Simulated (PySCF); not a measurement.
Dissociation curve of HF (cation, charge +1), doublet.

Method: CCSD(T) on UHF/cc-pVDZ, 1 core orbital frozen (PySCF 2.14.0).

Q: Relative to R = 1.01 Å, what are the energies at R = 0.85, 1.51, 2.00, 4.04 Å?

A: 61.1 kJ/mol at 0.85 Å, 149.5 kJ/mol at 1.51 Å, 277.7 kJ/mol at 2.00 Å, 364.4 kJ/mol at 4.04 Å.
